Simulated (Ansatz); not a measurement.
Ansatz (a quantum-chemistry and plane-wave program) input (B3LYP-D3(BJ)/def2-TZVP):

Ansatz 0.2 input:
```yaml
crystal:
  periodic: [false, false, false]
  atoms:
    - {symbol: C, position_ang: [2.70437967, -0.16589418, 0.14141771]}
    - {symbol: C, position_ang: [1.41209221, -0.30419120, 0.15779394]}
    - {symbol: C, position_ang: [0.44684559, 0.70395241, -0.29108315]}
    - {symbol: C, position_ang: [-0.87809787, 0.57755548, -0.28243926]}
    - {symbol: C, position_ang: [-1.68605928, -0.58934512, 0.17374230]}
    - {symbol: H, position_ang: [3.42349182, 0.56852772, -0.14052830]}
    - {symbol: H, position_ang: [0.98014809, -1.22748042, 0.52743219]}
    - {symbol: H, position_ang: [0.88846404, 1.62160263, -0.65576848]}
    - {symbol: H, position_ang: [-1.46940282, 1.41057112, -0.64583200]}
    - {symbol: H, position_ang: [-2.35222583, -0.28353800, 0.98106226]}
    - {symbol: H, position_ang: [-2.30924120, -0.94900001, -0.64552007]}
    - {symbol: H, position_ang: [-1.06961021, -1.41068932, 0.52613228]}
basis:
  gaussian:
    orbitals: def2-TZVP
hamiltonian:
  xc: b3lyp
  dispersion: d3bj
magnetization: {spin_polarized: true, initial_magnetization: 1}
relax: {f_tol: 0.002, max_steps: 150}
```

End of the output:

```
relax step   5: F+E_penalty+E_count = -5298.45500411 eV  Δ(F+E_penalty+E_count) = -2.383e-5 eV  max|allowed force component| = 4.756e-3 eV/Å  Δτ_max = 0.0031 Å  (43 SCF iters, accepted)
these checks for a lower state are left out or cut short: starts, cluster_reference, orbital_swaps, neighbouring_geometries, increment
integrals: 0.10 GiB planned
1208 factors; their error is unknown
mean field: 1.23 GiB planned
mean field -5298.05633107 eV, -194.6999790151 hartree, gradient 1.4e-5 eV, S^2 0.764104; 0 other end points of the search recorded, 0 dependent functions left out
the calculation of the forces begins
reference -5298.05661221 eV, -194.6999893468 hartree; 19, 18 occupied and 178, 179 virtual orbitals, 1208 factors
relax step   6: F+E_penalty+E_count = -5298.45500528 eV  Δ(F+E_penalty+E_count) = -1.161e-6 eV  max|allowed force component| = 1.148e-3 eV/Å  Δτ_max = 0.0010 Å  (43 SCF iters, accepted)
integrals: 0.10 GiB planned
1208 factors; their error is unknown
mean field: 1.23 GiB planned
mean field evaluation 64: about -5298.0563 eV, gradient 4.3e-4 eV
mean field -5298.05633107 eV, -194.6999790151 hartree, gradient 1.4e-5 eV, S^2 0.764104; 1 other end points of the search recorded, 0 dependent functions left out
the calculation of the forces begins
reference -5298.05661221 eV, -194.6999893468 hartree; 19, 18 occupied and 178, 179 virtual orbitals, 1208 factors
Total energy: -5298.45528642 eV, -194.7146403538 hartree
Atom 0 at     2.714148    -0.163354     0.140162 Å, force     0.000434     0.000104    -0.000614 eV/Å
Atom 1 at     1.408988    -0.311826     0.159447 Å, force    -0.000020    -0.001148    -0.000023 eV/Å
Atom 2 at     0.452639     0.699414    -0.289081 Å, force    -0.000014     0.000124    -0.000014 eV/Å
Atom 3 at    -0.880291     0.582358    -0.283464 Å, force    -0.000253     0.000162    -0.000421 eV/Å
Atom 4 at    -1.693452    -0.585519     0.172578 Å, force     0.000238     0.000274     0.000637 eV/Å
Atom 5 at     3.432174     0.589043    -0.147788 Å, force    -0.000163     0.000195     0.000293 eV/Å
Atom 6 at     1.002821    -1.248935     0.533573 Å, force    -0.000149     0.000544    -0.000019 eV/Å
Atom 7 at     0.885086     1.623461    -0.656913 Å, force    -0.000088    -0.000107     0.000567 eV/Å
Atom 8 at    -1.451401     1.429512    -0.651349 Å, force     0.000024    -0.000181    -0.000349 eV/Å
Atom 9 at    -2.370994    -0.290180     0.979124 Å, force     0.000036    -0.000328    -0.000094 eV/Å
Atom 10 at    -2.322167    -0.957188    -0.641864 Å, force     0.000020     0.000161    -0.000311 eV/Å
Atom 11 at    -1.086767    -1.414715     0.531983 Å, force    -0.000066     0.000200     0.000348 eV/Å
Dipole moment:    -0.208958     0.084302    -0.041528 e Å
```

It need not be the lowest isomer of its formula.
